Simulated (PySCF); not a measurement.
C3H9BOS, SMILES COB(C)SC.

Coordinates come from a PBE0-D3(BJ)/def2-SVP optimisation. The values are those of a single conformer.

Computed with PBE0-D3(BJ)/def2-SVP (PySCF).

Frequencies are harmonic and unscaled.

Q: List the normal modes with their intensities. (The exact figures need the calculation; the answer reports its results.)

A: 
```csv
mode,ν (cm⁻¹),IR (km/mol),moving atoms (share of kinetic energy)
1,30,0.0,H 98 %
2,67,0.1,H 95 %
3,109,4.5,"H 48 %, C 30 %, S 11 %, O 10 %"
4,151,0.1,"H 56 %, S 20 %, C 16 %"
5,152,2.1,"C 57 %, H 27 %, O 10 %"
6,163,2.4,"H 46 %, O 36 %, C 14 %"
7,238,1.3,"C 56 %, H 34 %"
8,322,1.9,"C 34 %, H 22 %, O 20 %, S 15 %, B 9 %"
9,413,3.8,"S 42 %, C 24 %, O 19 %, H 13 %"
10,448,3.7,"B 53 %, H 33 %, O 11 %"
11,619,9.9,"C 31 %, H 25 %, O 21 %, S 15 %"
12,746,1.4,"C 56 %, S 33 %, H 11 %"
13,841,1.3,"H 57 %, C 26 %, O 12 %"
14,861,14.4,"H 53 %, B 26 %, C 20 %"
15,963,5.6,"H 83 %, C 15 %"
16,974,5.8,"H 78 %, C 18 %"
17,1091,25.4,"B 39 %, C 28 %, H 16 %, O 15 %"
18,1119,179.2,"B 45 %, H 21 %, O 17 %, C 16 %"
19,1174,0.5,"H 76 %, C 19 %"
20,1197,25.1,"H 68 %, C 20 %"
21,1306,189.7,"H 62 %, C 22 %, O 9 %"
22,1331,3.6,"H 82 %, C 16 %"
23,1396,305.0,"B 34 %, H 28 %, O 20 %, C 17 %"
24,1430,13.9,H 94 %
25,1436,3.9,H 96 %
26,1442,9.5,H 96 %
27,1446,18.8,H 95 %
28,1470,8.0,H 96 %
29,1478,10.4,H 97 %
30,1495,60.5,"H 70 %, B 14 %, O 11 %"
31,3035,57.0,H 97 %
32,3047,3.3,H 97 %
33,3078,19.7,H 98 %
34,3120,26.4,"H 90 %, C 10 %"
35,3128,5.6,"H 91 %, C 9 %"
36,3157,21.4,"H 90 %, C 10 %"
37,3169,5.6,"H 91 %, C 9 %"
38,3193,3.0,"H 90 %, C 10 %"
39,3197,2.8,"H 90 %, C 10 %"
```
